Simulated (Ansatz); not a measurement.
One change: `C[SiH2][GaH][NH2]` becomes `C[SiH2][GaH2]`.

Ansatz, PBE0-D4/def2-TZVP geometries, multiplicity 1. Each molecule was computed in one conformer, which needn't be the lowest.

Scalar relativity is left out up to krypton.

```csv
property,`C[SiH2][GaH][NH2]`
size of the dipole moment (PBE/def2-TZVPP) / D,0.74
HOMO–LUMO gap (PBE/def2-TZVPP) / eV,4.22
LUMO energy (B3LYP/def2-TZVPP) / eV,-1.29
HOMO–LUMO gap (ωB97M-V/def2-TZVPP) / eV,9.96
HOMO energy (B3LYP/def2-TZVPP) / eV,-7.09
LUMO energy (PBE0/def2-TZVPP) / eV,-1.07
```

(1) Give the same properties after the change, and the shifts. (Estimate.)

Results:

(1) The calculation gave: 
```tsv
property	`C[SiH2][GaH2]`	shift
size of the dipole moment (PBE/def2-TZVPP) / D	0.97	0.23
HOMO–LUMO gap (PBE/def2-TZVPP) / eV	3.46	-0.76
LUMO energy (B3LYP/def2-TZVPP) / eV	-2.26	-0.97
HOMO–LUMO gap (ωB97M-V/def2-TZVPP) / eV	9.05	-0.91
HOMO energy (B3LYP/def2-TZVPP) / eV	-7.13	-0.04
LUMO energy (PBE0/def2-TZVPP) / eV	-2.00	-0.93
```

The zero-point energy changes by -52.1 kJ/mol with -6 modes. Dipoles are sizes alone; their direction can turn.

Positive LUMOs are unbound, so they and the gaps depend on the basis.

B3LYP here is the variant with VWN-RPA as its local correlation; programs differ in this.
